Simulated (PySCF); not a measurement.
SMILES B[SiH2]CC#N (C2H6BNSi), GFN2-xTB optimised geometry.

```
11

B      0.88    -0.66    -3.07
Si     1.76     0.52    -1.78
C      1.10     0.12     0.00
C     -0.32     0.12     0.00
N     -1.46     0.12    -0.05
H      0.91    -1.83    -2.94
H      0.30    -0.25    -4.00
H      1.57     1.97    -1.92
H      3.22     0.35    -1.63
H      1.46    -0.86     0.32
H      1.46     0.86     0.72
```

Density from PySCF 2.14.0 with B3LYP/def2-TZVP at that geometry.

Minimum of the electron density along straight lines between bonded atoms, close to the bond critical point (lines longer than 1.1 times the sum of covalent radii, or with two minima, are not listed):

```json
[
 {"bond": "B1–Si2", "length / Å": "1.956", "ρ at the minimum / e bohr⁻³": "0.123", "∇²ρ there / e bohr⁻⁵": "-0.03", "position (fraction from the first atom)": "0.61"},
 {"bond": "Si2–C3", "length / Å": "1.943", "ρ at the minimum / e bohr⁻³": "0.106", "∇²ρ there / e bohr⁻⁵": "0.13", "position (fraction from the first atom)": "0.39"},
 {"bond": "C3–C4", "length / Å": "1.423", "ρ at the minimum / e bohr⁻³": "0.286", "∇²ρ there / e bohr⁻⁵": "-0.82", "position (fraction from the first atom)": "0.45"},
 {"bond": "C4–N5", "length / Å": "1.146", "ρ at the minimum / e bohr⁻³": "0.505", "∇²ρ there / e bohr⁻⁵": "-0.22", "position (fraction from the first atom)": "0.35"},
 {"bond": "B1–H6", "length / Å": "1.170", "ρ at the minimum / e bohr⁻³": "0.195", "∇²ρ there / e bohr⁻⁵": "-0.40", "position (fraction from the first atom)": "0.44"},
 {"bond": "B1–H7", "length / Å": "1.169", "ρ at the minimum / e bohr⁻³": "0.196", "∇²ρ there / e bohr⁻⁵": "-0.40", "position (fraction from the first atom)": "0.44"},
 {"bond": "Si2–H8", "length / Å": "1.474", "ρ at the minimum / e bohr⁻³": "0.124", "∇²ρ there / e bohr⁻⁵": "0.17", "position (fraction from the first atom)": "0.49"},
 {"bond": "Si2–H9", "length / Å": "1.477", "ρ at the minimum / e bohr⁻³": "0.121", "∇²ρ there / e bohr⁻⁵": "0.17", "position (fraction from the first atom)": "0.49"},
 {"bond": "C3–H10", "length / Å": "1.091", "ρ at the minimum / e bohr⁻³": "0.276", "∇²ρ there / e bohr⁻⁵": "-0.94", "position (fraction from the first atom)": "0.64"},
 {"bond": "C3–H11", "length / Å": "1.090", "ρ at the minimum / e bohr⁻³": "0.277", "∇²ρ there / e bohr⁻⁵": "-0.94", "position (fraction from the first atom)": "0.64"}
]
```
